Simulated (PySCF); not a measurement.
Two species compared at the same levels of theory.

First species: Sn(CCH)Me3, C5H10Sn.
Cartesian coordinates in Å at the PBE0-D3(BJ)/def2-SVP level; atoms count from 1:
```
atom  x, y, z in Å
Sn1   -0.002   -0.001   -0.074
C2     0.024   -0.012    2.037
C3     0.025   -0.022    3.256
H4     0.025   -0.030    4.331
C5     2.041   -0.008   -0.734
H6     2.088   -0.110   -1.828
H7     2.577   -0.850   -0.274
H8     2.538    0.928   -0.442
C9    -1.023    1.786   -0.688
H10   -0.988    1.887   -1.783
H11   -0.543    2.663   -0.233
H12   -2.074    1.751   -0.367
C13   -1.043   -1.771   -0.702
H14   -2.050   -1.789   -0.262
H15   -0.497   -2.665   -0.371
H16   -1.133   -1.792   -1.798
```

Second species: Se(CCH)2, C4H2Se.
SMILES: `[Se](C#C)C#C`

Levels: B3LYP/def2-SVPD for dipole moment, HOMO energy, LUMO energy, HOMO–LUMO gap and static isotropic polarisability; TDDFT B3LYP/def2-SVPD for lowest singlet excitation; TDA B3LYP/def2-SVPD for lowest triplet excitation (Tamm–Dancoff); PBE0-D3(BJ)/def2-SVP for rotational constant A and rotational constant C. Geometries: PBE0-D3(BJ)/def2-SVP. All species are isolated and taken at one optimised geometry (atoms past krypton carry core potentials, spin–orbit coupling is left out); the electronic structure was computed with PySCF and density fitting.

```csv
property,column X,column Y
dipole moment,0.40 D,1.05 D
HOMO energy,-6.47 eV,-7.34 eV
LUMO energy,-0.94 eV,-0.13 eV
HOMO–LUMO gap,5.53 eV,7.21 eV
lowest singlet excitation,4.29 eV,6.08 eV
lowest triplet excitation (Tamm–Dancoff),3.96 eV,5.03 eV
static isotropic polarisability,72.6 au,100.6 au
rotational constant A,5.919 GHz,2.412 GHz
rotational constant C,1.756 GHz,1.548 GHz
```

Q: Which column belongs to which species?

A: Column X is the second species and column Y the first. The first has 16 atoms and 90 electrons, the second 7 and 60.

Q: How does each property change from the first species to the second?

A: dipole moment -0.65 D; HOMO energy +0.87 eV; LUMO energy -0.81 eV; HOMO–LUMO gap -1.68 eV; lowest singlet excitation -1.79 eV; lowest triplet excitation (Tamm–Dancoff) -1.07 eV; static isotropic polarisability -28.0 au; rotational constant A +3.507 GHz; rotational constant C +0.208 GHz.

On the first: S1 lies 1.13 eV below the HOMO–LUMO gap. The 10 singlets span 6.08 to 7.36 eV, and their oscillator strengths add up to 0.50. Atoms past krypton carry effective core potentials; spin–orbit coupling is left out.

On the second: S1 lies 1.24 eV below the HOMO–LUMO gap; its leading configuration is HOMO→LUMO, weight 0.99. The principal polarisabilities are 47.1, 67.3 and 103.6 au; their mean is the isotropic value. Relativistic effects, spin–orbit coupling among them, are left out although an element past zinc is present.
